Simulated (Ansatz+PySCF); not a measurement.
doublet H2(+): levels of theory in one basis

```xyz
2

H     0.0000    0.0000   -0.5066
H     0.0000    0.0000    0.5066
```

Basis set: def2-SVP (spherical functions). Charge 1, multiplicity 2.

Computed with Ansatz (development build ahead of 0.2.0); each method stands on the lowest determinant of its kind that the runs found. NEVPT2 correlates all electrons. Active spaces start from the frontier orbitals, and the lowest solution found is given.

```tsv
method	E − E(ROHF) (eV)	<S²> of the determinant
ROHF	0.00	0.75
CASSCF(1,2)	0.00	–
SC-NEVPT2(1,2)	0.00	–
```

Question: Is a single determinant a sound starting point here?

Answer: By this sign, yes. Unrestricted orbitals gain 0.00 eV and <S²> is 0.75 against 0.75 for a pure state. The CASSCF(1,2) natural occupations are 1.00, 0.00.
